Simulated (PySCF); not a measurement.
**How methods differ on the ionisation energy of Cl(2+)**

Cl(2+) [Ne] 3s2 3p3 (4S) → Cl(3+) [Ne] 3s2 3p2 (3P), as a difference of total energies. All numbers are calculated (PySCF 2.14, the spin-free X2C one-electron Hamiltonian (Gaussian nucleus), in ANO-RCC-VTZP (5s4p2d1f, 34 functions)). Correlated levels: valence: [Ne] frozen. The calculations carry no spin-orbit coupling.

```
           method  ionisation energy (eV)
              UHF                  38.969
    MP2 (valence)                  39.613
SCS-MP2 (valence)                  39.416
   CCSD (valence)                  39.548
CCSD(T) (valence)                  39.582
  CCSDT (valence)                  39.584
```

How much does correlation contribute at CCSD(T) (valence)?

39.582 − (38.969) = 0.613 eV, measured against UHF.

A first-order spin-orbit estimate (lowest level to lowest level, LS coupling) adds -0.103 eV.

Errors of the correlated levels include the incompleteness of this basis and the frozen core.

For comparison: 39.8 ± 0.11 eV (semi-empirical (NIST evaluation); NIST Atomic Spectra Database, ionization energies).
